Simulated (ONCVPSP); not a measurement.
Pseudopotential generation for technetium (Tc): ONCV, LDA (Perdew-Zunger), fully relativistic.

| Item | Value |
| --- | --- |
| Element | technetium (Tc) |
| Generator | ONCVPSP 4.0.1 |
| Type | optimised norm-conserving Vanderbilt (ONCV) |
| Functional | LDA (Perdew-Zunger) |
| Relativity | fully relativistic |
| Frozen core | [Ar] 3d10 |
| Valence charge | 15 |
| Reference configuration | 4s2 4p6 4d5 5s2 |
| Partial waves | 4s+5s: rc 1.85 bohr, ncon 4, nbas 7, qcut 7.7 1/bohr, 2 projectors; 4p: rc 1.15 bohr, ncon 4, nbas 7, qcut 8.3 1/bohr, 1 projector; 4d: rc 2.40 bohr, ncon 4, nbas 9, qcut 5.4 1/bohr, 3 projectors, debl 2.1 Ha |
| Local potential | polynomial inside 0.95 bohr (lpopt 5, dvloc0 6 Ha) |
| Core correction | polynomial model core, fcfact 0.35 |

Open shells are filled in proportion to 2j + 1.

All-electron outer shells of the reference configuration (LDA (Perdew-Zunger), scalar-relativistic, ld1.x):

| shell | level (eV) | outermost node (bohr) | outermost maximum (bohr) |
| --- | --- | --- | --- |
| 3d | -250.19 | – | 0.31 |
| 4s | -73.39 | 0.50 | 0.95 |
| 4p | -45.40 | 0.51 | 1.03 |
| 4d | -6.81 | 0.50 | 1.27 |
| 5s | -5.27 | 1.28 | 2.72 |

**Question.** Estimate the cutoffs (Ha) at which the residual kinetic energy of the hardest occupied pseudo-wave falls to 1 and 0.1 mHa per electron.

**Answer.** 35 Ha and 95 Ha.

**Question.** Does the potential have ghost states?

**Answer.** No bound ghost flagged; GHOST(+) flagged for s at 160.5 eV.

**Question.** Which valence shell sets the plane-wave cutoff?

**Answer.** 4p: 35 Ha for 1 mHa per electron, against 18 Ha for 4s.

**Question.** Tests: 4s2 4p6 4d5 5s1; 4s2 4p6 4d5 5s0; 4s2 4p6 4d4 5s0; 4s2 4p6 4d5 5s0 5p1. Which has the largest error in its energy relative to the reference configuration, and how large is it?

**Answer.** 4s2 4p6 4d5 5s0 5p1, with +47 meV (all-electron minus pseudo) on +13.11 eV.
